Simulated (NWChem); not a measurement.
**Dipole moment of CH3Li**

```
C
H 1 1.1088
H 1 1.1088 2 105.03
H 1 1.1088 2 105.03 3 110.50
Li 1 1.9721 2 113.61 4 124.75
```
Charge 0, spin multiplicity 1.

Everything below was run with NWChem. Structure: optimised with PBE0/def2-SVP, a minimum by its harmonic frequencies.

Basis set: def2-SVPD. The CCSD dipole comes from the Λ equations, without orbital relaxation.

The correlated methods keep 1 core orbital frozen. B3LYP has NWChem's definition, with VWN1-RPA local correlation. The structure started from a generated list of species. No row is a measurement; the coupled-cluster row has its own basis-set and correlation limits.

Question: Order these methods by the dipole moment they give, lowest first: HF, PBE, BHandHLYP, B3LYP.

Answer: PBE (5.49 D), B3LYP (5.66 D), BHandHLYP (5.84 D), HF (6.04 D)
